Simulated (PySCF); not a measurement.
# Field gradients at the hydrogen positions

C₇H₁₄Si₂.
Cartesian coordinates in Å at the GFN2-xTB level; atoms count from 1:
```xyz
23
C7H14Si2 angstrom
C     -2.6419   -0.8241   -0.4253
C     -2.3728    0.6750   -0.4100
C     -1.3614    1.0590    0.6737
C     -0.0245    0.4100    0.4482
C      0.4594   -0.4887    1.3088
Si     2.1026   -1.3802    1.1512
C      3.1988   -0.4085   -0.0289
C      2.7378    0.4924   -0.8927
Si     0.9209    0.9219   -1.1063
H     -3.0603   -1.1450    0.5266
H     -3.3470   -1.0796   -1.2129
H     -1.7176   -1.3723   -0.5944
H     -1.9900    0.9887   -1.3833
H     -3.3080    1.2110   -0.2296
H     -1.2363    2.1457    0.6659
H     -1.7597    0.7713    1.6515
H     -0.1384   -0.7351    2.1838
H      1.8994   -2.7423    0.6270
H      2.7525   -1.4664    2.4686
H      4.2665   -0.6027    0.0121
H      3.4370    1.0137   -1.5397
H      0.7701    2.3717   -1.3193
H      0.4081    0.2115   -2.2920
```

Level: PBE0/pcSseg-1 (PySCF, non-relativistic); Q(2H) = 0.00286 b; rigid geometry, the same for H and D, with no vibrational averaging.

Problem. Rank these positions by the coupling χzz of a deuteron there, largest first.
A. H13 (methylene hydrogen)
B. H20 (vinylic hydrogen)
C. H23 (Si–H hydrogen)
D. H10 (methyl hydrogen)

Solution. B (216 kHz), D (212 kHz), A (204 kHz), C (105 kHz).

Problem. Give the electric field gradient Vzz (the principal value of largest size), its asymmetry and the 2H coupling at each hydrogen.

Solution. 
```tsv
atom	bonded to	bond length (Å)	Vzz (au)	η	χzz (kHz)
H10	C1	1.088	0.3151	0.02	212
H11	C1	1.088	0.3168	0.02	213
H12	C1	1.088	0.3118	0.03	210
H13	C2	1.092	0.3039	0.03	204
H14	C2	1.093	0.3034	0.02	204
H15	C3	1.094	0.3011	0.02	202
H16	C3	1.094	0.2989	0.03	201
H17	C5	1.088	0.3176	0.05	213
H18	Si6	1.474	0.1562	0.01	105
H19	Si6	1.471	0.1563	0.03	105
H20	C7	1.086	0.3215	0.03	216
H21	C8	1.086	0.3216	0.03	216
H22	Si9	1.473	0.1556	0.03	105
H23	Si9	1.474	0.1561	0.01	105
```

Problem. Average by the element that carries the hydrogen.

Solution. on C: 209 kHz over 10 positions, mean bond length 1.090 Å; on Si: 105 kHz over 4 positions, mean bond length 1.473 Å.

Problem. How does χzz go with the bond length over the 10 C–H bonds?

Solution. A straight-line fit has a slope of -17.6 kHz for each 0.01 Å, with a correlation coefficient of -0.98, over lengths from 1.086 to 1.094 Å. The longer bonds have the smaller couplings here.

Isolated species at its GFN2-xTB geometry (one conformer only). GFN2-xTB bond lengths can be off by several hundredths of an ångström, more for odd bonds, and the gradients follow them. The basis is small and wasn't made for field gradients, so the couplings can be 20 % off.
